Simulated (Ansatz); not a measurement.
`COCC[SiH3]` + `[BH2][GaH2]` → `[SiH3][BH][GaH2]` + `CCOC` at 500 K and 1 bar (formal exchange of groups at the Si–C bond).

Isolated molecules relaxed with PBE0-D4/def2-TZVP in Ansatz; ΔE leaves out vibrations. CCSD(T)/CBS adds triple-zeta CCSD(T) − MP2 to the extrapolated MP2 energy (def2 sets, frozen cores). For Ga outer-core shells are correlated without core-valence functions, which leaves a few kJ/mol of doubt a bond. Scalar relativity is left out up to krypton. Each species was taken in one conformer, which may not be the lowest.

```json
{"species": "`COCC[SiH3]`", "CCSD(T)/CBS energy (Eh)": "-484.40548", "H − E (kJ/mol)": "376.1", "S (J/(mol·K))": "433.1"}
{"species": "`[BH2][GaH2]`", "CCSD(T)/CBS energy (Eh)": "-1951.07352", "H − E (kJ/mol)": "114.1", "S (J/(mol·K))": "309.2"}
{"species": "`[SiH3][BH][GaH2]`", "CCSD(T)/CBS energy (Eh)": "-2241.35179", "H − E (kJ/mol)": "173.3", "S (J/(mol·K))": "405.5"}
{"species": "`CCOC`", "CCSD(T)/CBS energy (Eh)": "-194.12862", "H − E (kJ/mol)": "322.3", "S (J/(mol·K))": "354.7"}
```

H − E and S are ideal-gas, rigid-rotor, harmonic terms from PBE0-D4/def2-TZVP, for one conformer and one mirror image of each species. 1 Eh = 2625.50 kJ/mol, R = 8.31446 J/(mol·K).

By hand: ΔE, ΔH, ΔS and ΔG.

ΔE = (-2241.35179) + (-194.12862) − (-484.40548) − (-1951.07352) = -0.00141 Eh = -3.7 kJ/mol. Δ(H − E) = 173.3 + 322.3 − 376.1 − 114.1 = 5.4, so ΔH = 1.7 kJ/mol. ΔS = 405.5 + 354.7 − 433.1 − 309.2 = 17.9 J/(mol·K). ΔG = 1.7 − 500 × (17.9)/1000 = -7.2 kJ/mol.

By hand: the equilibrium constant, and the temperature at which ΔG would vanish if ΔH and ΔS stayed fixed.

log₁₀ K = −ΔG/(RT ln 10) = 0.8. ΔG = 0 at ΔH/ΔS = 95 K, though so small a ΔH makes that figure unsure.

TΔS isn't small against ΔH here. A doubt of 5 kJ/mol in ΔE shifts log₁₀ K by 0.5 here. Other conformers and mirror images would add mixing entropy, several J/(mol·K) or more a flexible species. Modes under 60 cm⁻¹, often nearly free rotors, make the harmonic entropy too high. These are equilibria of isolated gas molecules and say nothing of rates. Largest T1 diagnostic: 0.015 (customary marks: 0.02 for closed shells, 0.045 for open ones).
